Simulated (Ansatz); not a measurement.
Mulliken charges of CH₆OSiTe, SMILES `O[SiH2]C[TeH]` from r2SCAN/def2-TZVPP in Ansatz (PBE0-D4/def2-TZVP geometry).

```json
{"atom": "O1", "x (Å)": "-1.658", "y (Å)": "0.591", "z (Å)": "-0.849", "charge (e)": "-0.416"}
{"atom": "Si2", "x (Å)": "-0.506", "y (Å)": "0.862", "z (Å)": "0.292", "charge (e)": "0.506"}
{"atom": "C3", "x (Å)": "0.351", "y (Å)": "-0.736", "z (Å)": "0.751", "charge (e)": "-0.338"}
{"atom": "Te4", "x (Å)": "1.139", "y (Å)": "-1.671", "z (Å)": "-1.022", "charge (e)": "0.011"}
{"atom": "H5", "x (Å)": "-1.369", "y (Å)": "0.058", "z (Å)": "-1.597", "charge (e)": "0.201"}
{"atom": "H6", "x (Å)": "-1.222", "y (Å)": "1.446", "z (Å)": "1.453", "charge (e)": "-0.089"}
{"atom": "H7", "x (Å)": "0.543", "y (Å)": "1.809", "z (Å)": "-0.179", "charge (e)": "-0.107"}
{"atom": "H8", "x (Å)": "-0.363", "y (Å)": "-1.462", "z (Å)": "1.147", "charge (e)": "0.122"}
{"atom": "H9", "x (Å)": "1.161", "y (Å)": "-0.619", "z (Å)": "1.470", "charge (e)": "0.118"}
{"atom": "H10", "x (Å)": "2.009", "y (Å)": "-0.329", "z (Å)": "-1.464", "charge (e)": "-0.007"}
```

Question: By hand: the dipole of these point charges (1 e Å = 4.8032 D).

Answer: Σ q r = (0.182, -0.139, 0.128) e Å, of length 0.262 e Å = 1.26 D.

Question: How does the dipole of the full density compare? (Estimate.)

Answer: Ansatz gave: (0.192, -0.174, 0.076) e Å, 1.30 D; the point charges give 0.97 times that, at 14° from its direction.

Point charges leave out the atoms' own dipoles, such as those of lone pairs, and Mulliken's split depends on the basis, so the close match here is no proof of good charges.
